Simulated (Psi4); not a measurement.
F₃Se, charge +1, singlet, at a GFN2-xTB geometry; PBE/pcseg-1 (Psi4).

Input for Psi4:
```
memory 2 GB

molecule mol {
1 1
  Se   -0.058514    0.137077    0.360847
  F    -1.115519   -0.927930   -0.360312
  F     0.035095    1.144710   -0.961076
  F     1.301475   -0.734626   -0.041812
}

set basis pcseg-1
set reference rks

energy('pbe')
print_variables()
```

### Question
Write the output that Psi4 gives for this input, abridged.

### Answer

```
   => Loading Basis Set <=

    Name: PCSEG-1
    Role: ORBITAL
    Keyword: BASIS

         ---------------------------------------------------------
                                   SCF
               by Justin Turney, Rob Parrish, Andy Simmonett
                          and Daniel G. A. Smith
                              RKS Reference
         ---------------------------------------------------------

  ==> Geometry <==

    Molecular point group: c1
    Full point group: C1

    Geometry (in Angstrom), charge = 1, multiplicity = 1:

       Center              X                  Y                   Z               Mass
    ------------   -----------------  -----------------  -----------------  -----------------
         SE          -0.055032783784     0.128922330097     0.339380512630    79.916521800000
         F           -1.112037783784    -0.936084669903    -0.381778487370    18.998403162730
         F            0.038576216216     1.136555330097    -0.982542487370    18.998403162730
         F            1.304956216216    -0.742780669903    -0.063278487370    18.998403162730

  Running in c1 symmetry.

  Rotational constants: A =      0.20385  B =      0.20385  C =      0.14836 [cm^-1]
  Rotational constants: A =   6111.36464  B =   6111.36274  C =   4447.85289 [MHz]
  Nuclear repulsion =  344.378537174720861

  Charge       = 1
  Multiplicity = 1
  Electrons    = 60
  Nalpha       = 30
  Nbeta        = 30

  ==> Algorithm <==

  SCF Algorithm Type is DF.
  DIIS enabled.
  MOM disabled.
  Fractional occupation disabled.
  Guess Type is SAD.
  Energy threshold   = 1.00e-06
  Density threshold  = 1.00e-06
  Integral threshold = 1.00e-12

  ==> Primary Basis <==

  Basis Set: PCSEG-1
    Blend: PCSEG-1
    Number of shells: 29
    Number of basis functions: 69
    Number of Cartesian functions: 74
    Spherical Harmonics?: true
    Max angular momentum: 2

  ==> DFT Potential <==

   => LibXC <=

    Version 7.1.2
    S. Lehtola, C. Steigemann, M. J. T. Oliveira, and M. A. L. Marques,  SoftwareX 7, 1–5 (2018) (10.1016/j.softx.2017.11.002)

   => Composite Functional: PBE <=

    PBE GGA Exchange-Correlation Functional

    J.P. Perdew et. al., Phys. Rev. Lett., 77(18), 3865-3868, 1996

    Deriv               =              1
    GGA                 =           TRUE
    Meta                =          FALSE

    Exchange Hybrid     =          FALSE
    MP2 Hybrid          =          FALSE

   => Exchange Functionals <=

    1.0000     XC_GGA_X_PBE

   => Correlation Functionals <=

    1.0000     XC_GGA_C_PBE

   => LibXC Density Thresholds  <==

    XC_GGA_C_PBE:  1.00E-12
    XC_GGA_X_PBE:  1.00E-15

   => Molecular Quadrature <=

    Radial Scheme          =       TREUTLER
    Pruning Scheme         =           NONE
    Nuclear Scheme         =       TREUTLER

    Blocking Scheme        =         OCTREE
    BS radius alpha        =              1
    Pruning alpha          =              1
    Radial Points          =             75
    Spherical Points       =            302
    Total Points           =          86056
    Total Blocks           =            691
    Max Points             =            256
    Max Functions          =             67
    Weights Tolerance      =       1.00E-15

   => Loading Basis Set <=

    Name: (PCSEG-1 AUX)
    Role: JKFIT
    Keyword: DF_BASIS_SCF

  ==> Integral Setup <==

  SCF_SUBTYPE=INCORE selected. In-core MEM_DF algorithm will be used.
  Using in-core AOs.

  ==> MemDFJK: Density-Fitted J/K Matrices <==

    J tasked:                   Yes
    K tasked:                    No
    wK tasked:                   No
    Algorithm:                 Core
    Schwarz Cutoff:           1E-12
    Mask sparsity (%):       0.7561
    Fitting Condition:        1E-10

   => Auxiliary Basis Set <=

  Basis Set: (PCSEG-1 AUX)
    Blend: DEF2-UNIVERSAL-JKFIT
    Number of shells: 135
    Number of basis functions: 497
    Number of Cartesian functions: 650
    Spherical Harmonics?: true
    Max angular momentum: 5

  Minimum eigenvalue in the overlap matrix is 3.3880319446E-02.
  Reciprocal condition number of the overlap matrix is 1.0363908153E-02.
    Using symmetric orthogonalization.

  ==> Pre-Iterations <==

  SCF Guess: Superposition of Atomic Densities via on-the-fly atomic UHF (no occupation information).

   -------------------------
    Irrep   Nso     Nmo
   -------------------------
     A         69      69
   -------------------------
    Total      69      69
   -------------------------

  ==> Iterations <==

                           Total Energy        Delta E     RMS |[F,P]|

   @DF-RKS iter SAD: -2697.93359711411176   -2.69793e+03   0.00000e+00
   @DF-RKS iter   1: -2699.58208892649145   -1.64849e+00   1.06113e-02 DIIS/ADIIS
   @DF-RKS iter   2: -2699.60331731190126   -2.12284e-02   8.58969e-03 DIIS/ADIIS
   @DF-RKS iter   3: -2699.64321293722742   -3.98956e-02   6.57466e-03 DIIS/ADIIS
   @DF-RKS iter   4: -2699.71651328954567   -7.33004e-02   4.73095e-04 DIIS/ADIIS
   @DF-RKS iter   5: -2699.71698984696468   -4.76557e-04   6.89847e-05 DIIS
   @DF-RKS iter   6: -2699.71700033958950   -1.04926e-05   6.40512e-06 DIIS
   @DF-RKS iter   7: -2699.71700040053793   -6.09484e-08   2.30749e-06 DIIS
   @DF-RKS iter   8: -2699.71700040688120   -6.34327e-09   1.56485e-06 DIIS
   @DF-RKS iter   9: -2699.71700041124859   -4.36739e-09   1.22368e-07 DIIS
  Energy and wave function converged.

  ==> Post-Iterations <==

   Electrons on quadrature grid:
      Ntotal   =   59.9999932764 ; deviation = -6.724e-06

    Orbital Energies [Eh]
    ---------------------

    Doubly Occupied:

       1A   -452.487223     2A    -57.840060     3A    -52.022148
       4A    -52.022147     5A    -52.019862     6A    -24.583999
       7A    -24.583934     8A    -24.583928     9A     -8.033322
      10A     -6.045956    11A     -6.045955    12A     -6.037694
      13A     -2.487502    14A     -2.487500    15A     -2.481736
      16A     -2.481732    17A     -2.478555    18A     -1.488951
      19A     -1.420733    20A     -1.420732    21A     -0.994055
      22A     -0.804269    23A     -0.804265    24A     -0.771565
      25A     -0.703217    26A     -0.703200    27A     -0.668777
      28A     -0.668768    29A     -0.659555    30A     -0.648285

    Virtual:

      31A     -0.402130    32A     -0.402126    33A     -0.317750
      34A     -0.028653    35A      0.048185    36A      0.062753
      37A      0.062754    38A      0.136370    39A      0.136371
      40A      0.170021    41A      0.273895    42A      0.273897
      43A      0.685090    44A      0.685096    45A      0.694111
      46A      0.751827    47A      0.751838    48A      0.792460
      49A      0.806435    50A      0.903001    51A      0.903010
      52A      1.595629    53A      1.595659    54A      1.826815
      55A      1.979926    56A      2.011613    57A      2.011620
      58A      2.034659    59A      2.035275    60A      2.035282
      61A      2.045830    62A      2.055402    63A      2.055465
      64A      2.226924    65A      2.226950    66A      2.314789
      67A      2.441289    68A      2.462279    69A      2.462288

    Final Occupation by Irrep:
              A
    DOCC [    30 ]
    NA   [    30 ]
    NB   [    30 ]

  @DF-RKS Final Energy: -2699.71700041124859

   => Energetics <=

    Nuclear Repulsion Energy =            344.3785371747208615
    One-Electron Energy =               -4424.6828413157008981
    Two-Electron Energy =                1498.1594350682801178
    DFT Exchange-Correlation Energy =    -117.5721313385483455
    Empirical Dispersion Energy =           0.0000000000000000
    VV10 Nonlocal Energy =                  0.0000000000000000
    Total Energy =                      -2699.7170004112485913

Computation Completed

Properties will be evaluated at   0.000000,   0.000000,   0.000000 [a0]

Properties computed using the SCF density matrix

 Multipole Moments:

 ------------------------------------------------------------------------------------
     Multipole            Electronic (a.u.)      Nuclear  (a.u.)        Total (a.u.)
 ------------------------------------------------------------------------------------

 L = 1.  Multiply by 2.5417464519 to convert [e a0] to [Debye]
 Dipole X            :         -0.5523615            0.4012591           -0.1511024
 Dipole Y            :          1.2939472           -0.9400081            0.3539391
 Dipole Z            :          3.4062750           -2.4745165            0.9317585
 Magnitude           :                                                    1.0081065

 ------------------------------------------------------------------------------------

  Variable Map:
  ----------------------------------------------------------------------------
  "CURRENT ENERGY"              =>   -2699.717000411249
  "CURRENT REFERENCE ENERGY"    =>   -2699.717000411249
  "DD SOLVATION ENERGY"         =>       0.000000000000
  "DFT FUNCTIONAL TOTAL ENERGY" =>   -2699.717000411249
  "DFT TOTAL ENERGY"            =>   -2699.717000411249
  "DFT VV10 ENERGY"             =>       0.000000000000
  "DFT XC ENERGY"               =>    -117.572131338548
  "GRID ELECTRONS ALPHA"        =>      29.999996638197
  "GRID ELECTRONS BETA"         =>      29.999996638197
  "GRID ELECTRONS TOTAL"        =>      59.999993276394
  "NUCLEAR REPULSION ENERGY"    =>     344.378537174721
  "ONE-ELECTRON ENERGY"         =>   -4424.682841315701
  "PCM POLARIZATION ENERGY"     =>       0.000000000000
  "PE ENERGY"                   =>       0.000000000000
  "SCF ITERATION ENERGY"        =>   -2699.717000411249
  "SCF ITERATIONS"              =>       9.000000000000
  "SCF TOTAL ENERGY"            =>   -2699.717000411249
  "TWO-ELECTRON ENERGY"         =>    1498.159435068280
  "XC GRID RADIAL POINTS"       =>      75.000000000000
  "XC GRID SPHERICAL POINTS"    =>     302.000000000000
  "XC GRID TOTAL POINTS"        =>   86056.000000000000

  Array Variable Map:
  ----------------------------------------------------------------------------
  "CURRENT DIPOLE"              =>      -0.151102354059 ... 0.931758468594 1 by 3
  "SCF DIPOLE"                  =>      -0.151102354059 ... 0.931758468594 1 by 3
  "SCF TOTAL ENERGIES"          =>   -2697.933597114112 ... -2699.717000411249 1 by 10
```
